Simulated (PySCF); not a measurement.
**Orbital picture of KC**

PBE at R = 2.550 Å; K def2-SVP, C def2-SVP; no relativity (PySCF 2.14). State: ⁴Σ⁻ (quartet), unpaired electrons σ ↑, π ↑↑. Only the outer orbitals are listed, counted within each symmetry.

| spin | orbital | occ. | ε (eV) | on K (%) | main shells (%) |
| --- | --- | --- | --- | --- | --- |
| α | 5σ | 1 | -35.18 | 100 | 100 K s |
| α | 2π | 1 | -19.03 | 100 | 100 K p |
| α | 2π | 1 | -19.03 | 100 | 100 K p |
| α | 6σ | 1 | -18.95 | 99 | 99 K p |
| α | 7σ | 1 | -10.84 | 4 | 96 C s |
| α | 8σ | 1 | -3.08 | 17 | 82 C p, 15 K s |
| α | 3π | 1 | -2.90 | 10 | 90 C p |
| α | 3π | 1 | -2.90 | 10 | 90 C p |
| α | 9σ | 0 | -1.86 | 88 | 69 K s, 18 K p, 12 C p |
| α | 4π | 0 | -0.06 | 97 | 91 K p |
| α | 4π | 0 | -0.06 | 97 | 91 K p |
| β | 5σ | 1 | -35.13 | 100 | 100 K s |
| β | 2π | 1 | -18.98 | 100 | 100 K p |
| β | 2π | 1 | -18.98 | 100 | 100 K p |
| β | 6σ | 1 | -18.85 | 100 | 100 K p |
| β | 7σ | 1 | -7.68 | 7 | 92 C s |
| β | 8σ | 0 | -1.52 | 93 | 78 K s, 14 K p |
| β | 3π | 0 | -0.34 | 46 | 54 C p, 42 K p |
| β | 3π | 0 | -0.34 | 46 | 54 C p, 42 K p |

Question: Which are the highest filled and the lowest empty level, where do they sit, and how wide is the gap?

Answer: Highest filled α 3π at -2.90 eV (in %: 90 C p); lowest empty α 9σ at -1.86 eV (in %: 69 K s, 18 K p, 12 C p); the gap at PBE is 1.04 eV.

```
bond order (Mayer)                             : 0.80
⟨S²⟩                                           : 3.752
charge on K (Mulliken, basis-dependent)        : 0.54
charge on K (Löwdin, basis-dependent)          : 0.36
dipole moment (positive dipole means K(−)C(+)) : -7.73 D
polarisability along the bond                  : 112.7 bohr³
polarisability across the bond                 : 50.9 bohr³
```

The state is the lowest determinant that a PBE0 search found; another state may lie lower at other levels.
